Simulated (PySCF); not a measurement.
IAO charges from PBE0/pcSseg-1 densities (PySCF) at GFN2-xTB geometries, gas phase, one conformer each. Species are given as SMILES. The IAO scheme counts the electrons in orthogonalised intrinsic atomic orbitals, a minimal basis polarised so that it spans the occupied orbitals exactly.

Problem. Rank these species by the highest charge on any of their hydrogens, highest value first.
A. `C=CC[PH-]`
B. `P(=O)(CC)(CC)CP`
C. `CS[C@@H](C)[Si@@H](C)[SiH2]N`
D. `CC(C)OC([SiH2]S[SiH3])=O`
E. `CC(=O)P1(=O)CCC1`

Solution. C (+0.263 e), E (+0.186 e), B (+0.170 e), D (+0.157 e), A (+0.128 e).

Problem. For each of these, name the hydrogen and the heavy atom of highest charge and the atom of lowest charge, and give the mean charge of the hydrogens: `[CH3:1][CH2:2][CH2:3][CH2:4]/[CH:5]=[CH:6]/[SiH2:7][Cl:8]`; `[CH3:1][N:2]([CH3:3])[CH2:4][N:5]([CH3:6])[CH3:7]`; `[CH3:1][S:2][C@@H:3]([CH3:4])[Si@@H:5]([CH3:6])[SiH2:7][NH2:8]`; `[CH3:1][CH:2]([CH3:3])[O:4][C:5](=[O:6])[SiH2:7][S:8][SiH3:9]`; `[CH3:1][CH2:2][P:3](=[O:4])([CH2:5][CH3:6])[CH2:7][PH2:8]`; `[CH3:1][C:2](=[O:3])[P:4]1(=[O:5])[CH2:6][CH2:7][CH2:8]1`; `[CH2:1]=[CH:2][CH2:3][PH-:4]`; `[F:1][c:2]1[cH:3][cH:4][cH:5][cH:6][c:7]1[S-:8]`; `[CH3:1][CH2:2][C@@H:3]([O-:4])[C:5]([F:6])([F:7])[C:8]([F:9])([F:10])[F:11]`.

Solution. 
```csv
SMILES,H of highest charge,its q (e),heavy atom of highest charge,its q (e),atom of lowest charge,its q (e),mean q of all H (e)
CCCC/C=C/[SiH2]Cl,H on C6 (vinylic hydrogen),+0.150,Si7 (chlorine-bound silicon),+0.813,C6 (alkene CH carbon),-0.464,+0.095
CN(C)CN(C)C,H on C1 or H on C7 (methyl hydrogen),+0.159,C4 (sp3 carbon bound to nitrogen),-0.042,C1 or C7 (N-methyl carbon),-0.310,+0.126
CS[C@@H](C)[Si@@H](C)[SiH2]N,H on N8 (N–H hydrogen),+0.263,Si7 (SiH2 silicon),+0.606,N8 (silicon-bound nitrogen),-0.839,+0.109
CC(C)OC(=O)[SiH2]S[SiH3],H on C3 (methyl hydrogen),+0.157,Si7 (SiH2 silicon),+0.658,O6 (carbonyl oxygen),-0.452,+0.040
CCP(=O)(CC)CP,H on C7 (methylene hydrogen),+0.170,P3 (phosphoryl phosphorus),+1.517,O4 (phosphoryl oxygen),-0.932,+0.128
CC(=O)P1(=O)CCC1,H on C1 (methyl hydrogen),+0.186,P4 (phosphoryl phosphorus),+1.402,O5 (phosphoryl oxygen),-0.895,+0.163
C=CC[PH-],H on C2 (vinylic hydrogen),+0.128,C2 (alkene CH carbon),-0.108,P4 (phosphorus bonded to C and H),-0.564,+0.084
Fc1ccccc1[S-],H on C6 (aromatic hydrogen),+0.140,C2 (aromatic C–F carbon),+0.244,S8 (thiolate sulfur),-0.541,+0.129
CC[C@@H]([O-])C(F)(F)C(F)(F)F,H on C1 (methyl hydrogen),+0.147,C8 (CF3 carbon),+0.787,O4 (alkoxide oxygen),-0.794,+0.099
```

'Or' marks atoms within 0.002 e of each other.
